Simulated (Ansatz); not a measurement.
Cost and result up the ladder for the cluster Sn3H6 (9 atoms). The state is a singlet with charge 0. Geometry: PBE0-D4/def2-SVP.

| atom | x (Å) | y (Å) | z (Å) |
| --- | --- | --- | --- |
| Sn1 | -0.847 | 0.804 | 0.744 |
| Sn2 | -0.476 | 0.670 | -2.095 |
| Sn3 | 1.982 | -0.804 | 0.079 |
| H4 | -1.726 | -0.277 | 1.758 |
| H5 | 0.697 | -2.023 | 0.123 |
| H6 | 1.298 | 0.039 | -1.527 |
| H7 | -1.125 | -0.980 | -2.021 |
| H8 | -0.714 | 2.277 | 1.641 |
| H9 | 0.911 | 0.293 | 1.297 |

Ansatz on 4 threads of Arm Neoverse V2 on a shared host. Times are rough, and most runs start from the orbitals of an earlier one. PBE0-D4/def2-TZVP serves as the yardstick here, not as an exact answer. Differences are given only for rows in sets of like size (and for xTB, whose basis is part of the method), since another set adds its own error. Binding counts from free atoms at the same level (Sn triplet, H doublet; other spins of the atoms weren't run), without zero-point energy or a counterpoise term.

In the def2 sets Sn takes a core potential; there is no spin–orbit coupling. HSE06 is defined as in plane-wave codes, on full-range PBE exchange. Correlated methods freeze 12 core orbitals; core or outer-core shells of Sn are correlated, in sets that lack core-valence functions. The rows differ in basis, and correlated rows in double-zeta sets carry the largest basis error. Another isomer (singlet) lies 0.13 eV lower at PBE0-D4/def2-TZVP; other spin states weren't run for this one.

Correlated methods converge slowly with the basis, most of all in double-zeta sets.

```csv
level,functions,wall time,binding energy per atom (eV),difference from PBE0-D4/def2-TZVP (eV)
LDA (SPW92)/def2-TZVP,186,0.9 s,2.57,0.38
PBE-D4/def2-TZVP (with forces),186,1.8 s,2.21,0.03
HSE06-D4/def2-TZVP,186,2.4 s,2.18,0.00
PBE0-D4/def2-TZVP,186,2.6 s,2.18,0.00
r2SCAN-D4/def2-TZVP,186,3.2 s,2.22,0.04
CCSD(T)/def2-SVP,108,9 s,2.02,–
```
